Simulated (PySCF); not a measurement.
**How methods differ on the ionisation energy of Bi(56+)**

Bi(56+) [Ar] 3d9 (2D) → Bi(57+) [Ar] 3d8 (3F), as a difference of total energies. Computed with PySCF 2.14 in an uncontracted even-tempered set (17 s from 14 bohr⁻², ratio 2.5; 13 p from 18 bohr⁻², ratio 2.5; 7 d from 18 bohr⁻², ratio 2.5; 4 f from 77 bohr⁻², ratio 2.7; 3 g from 110 bohr⁻², ratio 2.7), with the spin-free X2C one-electron Hamiltonian (Gaussian nucleus). Correlated levels: outer shells: [Ne] frozen; virtual orbitals above 40 to 60 times the deepest correlated orbital energy dropped. The calculations carry no spin-orbit coupling.

```
                method  ionisation energy (eV)
                   UHF                  5789.3
                   LDA                  5788.7
                   PBE                  5787.4
                  PBE0                  5788.5
                r2SCAN                  5787.1
                PBEsol                  5787.6
                 M06-L                  5789.7
    MP2 (outer shells)                  5791.1
SCS-MP2 (outer shells)                  5790.8
```

Spin-orbit coupling is strong in these open shells (close to jj coupling). The scalar numbers leave it out and a first-order estimate fails, so it can dominate the gap to the real levels.

Breit and QED terms and the two-electron picture change are absent.

For comparison: 5740 ± 5 eV (theoretical estimate listed by NIST; NIST Atomic Spectra Database, ionization energies).
